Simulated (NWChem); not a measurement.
# Correlation energy of BeCl2

```xyz
3

Be     0.0000     0.0000     0.0000
Cl     0.0000     0.0000     1.8144
Cl     0.0000     0.0000    -1.8144
```
Charge 0, spin multiplicity 1.

Program: NWChem. All single points use one geometry, from PBE/def2-SVP, a minimum by its harmonic frequencies.

Basis set: def2-SVP. Each correlation energy counts from its own Hartree-Fock reference.

The correlated methods keep 11 core orbitals frozen. The structure started from a generated list of species. Coupled-cluster values serve here as a point of comparison, not as the truth.

| method | correlation energy (mHa) |
|---|---|
| CR-CCSD(T) | [?] |
| CCSD | -312.3 |
| CCSD+T(CCSD) | -318.2 |
| MP2 | -287.3 |
| CR-CCSD[T] | -317.2 |
| CCSD(T) | -318.0 |
| SCS-MP2 | [?] |

**Question.** What belongs in the gaps?

**Answer.** 
- CR-CCSD(T), correlation energy (mHa): -317.0
- SCS-MP2, correlation energy (mHa): -277.8
